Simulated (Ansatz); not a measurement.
Consider the formal hydrolysis of the Sn–O bond: `[NH2][Sn][O][SiH3]` + H₂O → `[NH2][Sn][OH]` + silanol.

Gas-phase electronic energies from Ansatz, PBE0-D4/def2-TZVP geometries. CCSD(T)/CBS adds triple-zeta CCSD(T) − MP2 to the extrapolated MP2 energy (def2 sets, frozen cores). This one scheme is used for every species. Functionals use def2-TZVPP. B3LYP here is the variant with VWN-RPA as its local correlation; programs differ in this. HSE06 is defined as in plane-wave codes. Elements past krypton have def2 core potentials. For Sn outer-core shells are correlated without core-valence functions, which leaves a few kJ/mol of doubt a bond. Each species was taken in one conformer, which may not be the lowest.

```
             level  ΔE (kJ/mol)  difference from CCSD(T)/CBS
       LDA (SPW92)         20.1                         -9.1
            PBE-D4         22.1                         -7.1
         revPBE-D4         23.6                         -5.6
           BLYP-D4         25.0                         -4.2
         r2SCAN-D4         22.7                         -6.5
            B97M-V         26.0                         -3.2
           PBE0-D4         25.3                         -3.9
          B3LYP-D4         27.1                         -2.1
        r2SCANh-D4         23.8                         -5.4
        r2SCAN0-D4         25.3                         -3.9
          HSE06-D4         25.2                         -4.0
          BHLYP-D4         31.4                          2.2
      CAM-B3LYP-D4         25.0                         -4.2
           ωB97X-V         23.1                         -6.1
           ωB97M-V         23.6                         -5.6
            B2PLYP         22.1                         -7.1
               PBE         16.6                        -12.6
            revPBE         14.5                        -14.7
              BLYP         14.6                        -14.6
            r2SCAN         21.2                         -8.0
              PBE0         20.2                         -9.0
             B3LYP         18.2                        -11.0
           r2SCANh         22.1                         -7.1
           r2SCAN0         23.4                         -5.8
             HSE06         20.3                         -8.9
             BHLYP         22.0                         -7.2
         CAM-B3LYP         19.5                         -9.7
           LC-ωPBE         19.7                         -9.5
RPA@PBE/def2-TZVPP         26.3                         -2.9
       HF/def2-SVP         32.3                          3.1
      MP2/def2-SVP         32.4                          3.2
  CCSD(T)/def2-SVP         33.4                          4.2
     HF/def2-TZVPP         24.4                         -4.8
SCS-MP2/def2-TZVPP         26.5                         -2.7
   CCSD/def2-TZVPP         27.0                         -2.2
CCSD(T)/def2-TZVPP         27.6                         -1.6
    MP2/def2-QZVPP         28.9                         -0.3
      HF/CBS(def2)         25.5                         -3.7
     MP2/CBS(def2)         29.3                          0.1
    CCSD/CBS(def2)         28.6                         -0.6
       CCSD(T)/CBS         29.2                            0
```

Largest T1 diagnostic among the species: 0.017.

The D4 term adds +8.9 kJ/mol with B3LYP and +5.0 kJ/mol with PBE0; it sums over pairs of atoms, weighted by their polarisabilities, and B3LYP, whose exchange is more repulsive, gets the larger term. At CCSD(T), def2-SVP lies +4.2 kJ/mol from the extrapolated value and def2-TZVPP −1.5 kJ/mol.
